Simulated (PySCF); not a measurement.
Input of a run (PBE0-D3(BJ)/def2-SVP geometry optimisation, gas phase (PySCF 2.14.0)), started from GFN2-xTB:
```
{"job": {"xc": "PBE0", "basis": "def2-SVP", "d3": "d3bj", "grid": 1, "shake": 0.01, "kind": "geom"}, "charge": 0, "multiplicity": 1}
C     -1.551110     0.270830     0.784900
C     -0.888780    -0.679490    -0.142470
O     -1.524720    -1.422870    -0.873090
Si     1.072880    -0.697500    -0.100830
N      1.493770     0.942580    -0.327980
H     -1.328010     0.036300     1.804520
H     -1.177000     1.294830     0.598130
H     -2.635580     0.280530     0.640010
H      1.504430    -1.039870     1.265100
H      1.492620    -1.671240    -1.086320
H      1.109330     1.460980    -1.089200
H      2.471850     1.196660    -0.187640
```

Output (energies in Eh, forces in Eh/bohr):
```
step   0  E = -499.29206051  max force = 0.026953
step   1  E = -499.29658878  max force = 0.003626
step   2  E = -499.29673377  max force = 0.003216
step   3  E = -499.29685505  max force = 0.003316
step   4  E = -499.29695427  max force = 0.001648
step   5  E = -499.29713328  max force = 0.002245
step   6  E = -499.29723739  max force = 0.002128
step   7  E = -499.29743068  max force = 0.001358
step   8  E = -499.29758628  max force = 0.000965
step   9  E = -499.29756441  max force = 0.002185
step  10  E = -499.29767333  max force = 0.001239
step  11  E = -499.29771039  max force = 0.000807
step  12  E = -499.29775702  max force = 0.000622
step  13  E = -499.29779721  max force = 0.000548
step  14  E = -499.29782133  max force = 0.000404
step  15  E = -499.29780095  max force = 0.000444
step  16  E = -499.29782055  max force = 0.000365
optimisation converged
```

Q: Summarise the run.

A: The energy falls by 0.157 eV over 17 energy and gradient evaluations, the largest force component goes from 0.0270 to 3.6e-04 Eh/bohr, and the atoms move by 0.576 Å rms after alignment. The bond that changes most is Si4–H10 (SiH2 silicon to Si–H hydrogen), which lengthens by 0.049 Å. Bonds longer at the end by more than 0.005 Å: 6 of 11; shorter: 3. Among the angles that change most is C2–Si4–N5, from 103.6° to 113.7°. Among the dihedrals that turn most is O3–C2–Si4–H9, from -120° to -67°. The energy rose by more than 1e-6 Eh at steps 9 and 15. The first step brought 79 % of the lowering.

Q: What are the final bond lengths?

A: C1–C2 1.504 Å, C2=O3 1.213 Å, C2–Si4 1.936 Å, Si4–N5 1.730 Å, C1–H6 1.103 Å, C1–H7 1.102 Å, C1–H8 1.099 Å, Si4–H9 1.493 Å, Si4–H10 1.496 Å, N5–H11 1.013 Å, N5–H12 1.012 Å. Numbering counts from 1 in the input's order; the species is `CC(=O)[SiH2]N`.

The run used 109 basis functions and 123 SCF cycles in all. The run took 70 s of wall time on one thread, Arm Neoverse V1 (aarch64), shared host, and the process peaked at 0.46 GiB of memory.

Stationary, but not proved a minimum. One conformer, not necessarily the lowest.
